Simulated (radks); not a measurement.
Values are calculated unless marked as measured or tabulated.
Coulomb parameter of the 4d shell of neutral silver in the model configuration [Kr] 4d8 5s1 5p2, as a second difference U = [E(n + 0.25) + E(n - 0.25) - 2 E(n)] / (0.25)^2 with all orbitals relaxed. "Bare": the charge of the atom changes with n. "Screened": the 5p shell takes up the change at fixed total charge, which measures U(4d,4d) + U(5p,5p) - 2 U(4d,5p). Code: a radial shooting solver on a logarithmic mesh with Libxc functionals. Model: Dirac Kohn-Sham, PBEsol, spin-unpolarised, spherical densities, point nucleus; open shells are shared between the two j in proportion to 2j + 1.

| case | configuration | E - E(n) (eV) |
|---|---|---|
| start | [Kr] 4d8 5s1 5p2 | 0.000 |
| bare +0.25 | [Kr] 4d8.25 5s1 5p2 | -3.997 |
| bare -0.25 | [Kr] 4d7.75 5s1 5p2 | 4.688 |
| screened +0.25 | [Kr] 4d8.25 5s1 5p1.75 | -3.416 |
| screened -0.25 | [Kr] 4d7.75 5s1 5p2.25 | 3.650 |

U(bare) = 11.055 eV, U(screened by 5p) = 3.751 eV, against the Slater integral F0(4d,4d) = 19.128 eV with frozen orbitals. The step up makes a negative ion, whose loosely bound charge lowers the bare value.
